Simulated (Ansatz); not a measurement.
The same ligand exchange along the group C, Si, Ge.

Program: Ansatz. Geometries: PBE0-D4/def2-TZVP. ΔE: electronic, gas phase. CCSD(T)/CBS adds triple-zeta CCSD(T) − MP2 to the extrapolated MP2 energy (def2 sets, frozen cores). This one scheme is used for every species. Functionals use def2-TZVPP. For Ge outer-core shells are correlated without core-valence functions, which leaves a few kJ/mol of doubt a bond. Scalar relativity is left out up to krypton.

| reaction | HF/CBS(def2) (kcal/mol) | B97M-V (kcal/mol) | MP2/CBS(def2) (kcal/mol) | PBE0-D4 (kcal/mol) | CCSD(T)/CBS(def2) (kcal/mol) |
| --- | --- | --- | --- | --- | --- |
| `CCF` + H–F → `FCF` + CH₄ | 0.3 | 1.2 | 6.7 | 3.2 | 5.3 |
| `F[SiH2][SiH3]` + H–F → `F[SiH2]F` + SiH₄ | -45.7 | -38.6 | -39.5 | -34.1 | -38.0 |
| `[F][GeH2][GeH3]` + H–F → `[F][GeH2][F]` + GeH₄ | -17.3 | -14.5 | -9.0 | -8.1 | -9.1 |

Largest T1 diagnostic: 0.012, for `F[SiH2][SiH3]`.
